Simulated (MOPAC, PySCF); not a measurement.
C₄H₁₂Sn, SMILES `[CH3][Sn]([CH3])([CH3])[CH3]`, neutral singlet in the gas phase. 

Cartesian coordinates (Å):
```xyz
17

C     -0.8363    -0.2836     1.9755
Sn     0.0001     0.0000     0.0000
C      1.9050    -1.0183    -0.1297
C      0.2854     2.1136    -0.3659
C     -1.3540    -0.8117    -1.4799
H     -0.9750    -1.3553     2.1838
H     -0.1658     0.1368     2.7403
H     -1.8134     0.2168     2.0547
H      1.7764    -2.0974     0.0448
H      2.3491    -0.8764    -1.1267
H      2.6040    -0.6238     0.6233
H      0.9551     2.5477     0.3920
H      0.7311     2.2749    -1.3592
H     -0.6781     2.6439    -0.3252
H     -0.9371    -0.6885    -2.4910
H     -2.3245    -0.2943    -1.4371
H     -1.5220    -1.8844    -1.2998
```
Charge 0, multiplicity 1.

All levels are single points at this geometry (r2SCAN-D4/def2-SVP); Pople sets use spherical d functions. Orbital energies aren't observables, and empty levels follow the basis.

B3LYP/6-311+G** (LANL2DZ on Sn) in PySCF gives dipole (D) = 0.00.

Problem. Estimate the dipole (D) from each of these levels: PBE-D3(BJ)/def2-TZVP in PySCF; r2SCAN-D4/def2-TZVP in PySCF; B3LYP/6-31G* (LANL2DZ on Sn) in PySCF; B3LYP/LANL2DZ in PySCF; BP86/6-31G* (LANL2DZ on Sn) in PySCF; M06-2X/6-31G* (LANL2DZ on Sn) in PySCF; PBE/6-31G* (LANL2DZ on Sn) in PySCF; SVWN5/6-31G* (LANL2DZ on Sn) in PySCF; HF/6-31G* (LANL2DZ on Sn) in PySCF; AM1 in MOPAC; PM3 in MOPAC; PM6 in MOPAC.

Solution. 
| level | dipole (D) |
|---|---|
| PBE-D3(BJ)/def2-TZVP in PySCF | 0.00 |
| r2SCAN-D4/def2-TZVP in PySCF | 0.00 |
| B3LYP/6-31G* (LANL2DZ on Sn) in PySCF | 0.00 |
| B3LYP/LANL2DZ in PySCF | 0.00 |
| BP86/6-31G* (LANL2DZ on Sn) in PySCF | 0.00 |
| M06-2X/6-31G* (LANL2DZ on Sn) in PySCF | 0.00 |
| PBE/6-31G* (LANL2DZ on Sn) in PySCF | 0.00 |
| SVWN5/6-31G* (LANL2DZ on Sn) in PySCF | 0.00 |
| HF/6-31G* (LANL2DZ on Sn) in PySCF | 0.00 |
| AM1 in MOPAC | 0.00 |
| PM3 in MOPAC | 0.00 |
| PM6 in MOPAC | 0.00 |
